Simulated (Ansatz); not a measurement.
The same path of CH4BO2 (8 atoms, charge -1, multiplicity 1) was run twice with different band settings. Lost on the way: C1–H6. Made: O3–H6.

The calculation used Ansatz, RKS B3LYP/def2-SVP.

Relaxed end points:

```xyz
8
Properties=species:S:1:pos:R:3
C -0.316 0.945 -0.230
B 0.487 -0.447 0.078
O 1.758 -0.643 0.026
O -0.463 -1.483 0.437
H -1.077 0.815 -1.026
H -0.873 1.299 0.661
H 0.367 1.755 -0.543
H 0.116 -2.242 0.597
```

```xyz
8
Properties=species:S:1:pos:R:3
C -0.571 0.831 -0.696
B 0.031 -0.283 0.046
O 1.098 -0.147 1.014
O -0.352 -1.659 -0.062
H -1.392 0.714 -1.419
H 1.259 0.798 1.105
H -0.210 1.872 -0.612
H 0.138 -2.127 0.624
```

Common settings: spring 5.0 eV/Å²; optimiser quadratic models (default); start path through a guess of the saddle point; force threshold 0.05 eV/Å; iteration limit 60; end points relaxed.

| run | movable images | climbing image |
| --- | --- | --- |
| 1 | 5 | yes |
| 2 | 1 | no |

(1) What does each run give, and how far can it be trusted?

## Answers

(1) Run 1: converged after 22 iterations, highest image 2.186 eV above the first end. Beside the main top the profile has a ripple of under 15 meV (maxima at images 1, 5), which may be a very shallow well or noise. Neighbouring images differ by up to 1.4 eV, so the band resolves the path poorly. A vibrational analysis at the climbing image gives one clearly imaginary mode, 447i cm⁻¹: a first-order saddle point.
Run 2: converged after 8 iterations, highest image 1.379 eV above the first end. The highest image is an end point: on this band no image between the ends rises above it. So few images can step over the top or miss a turn of the path.
The orbitals stay closed-shell, which can raise the energy where a bond breaks towards radicals; this wasn't checked here. Limits of this set-up: an anion without diffuse functions.
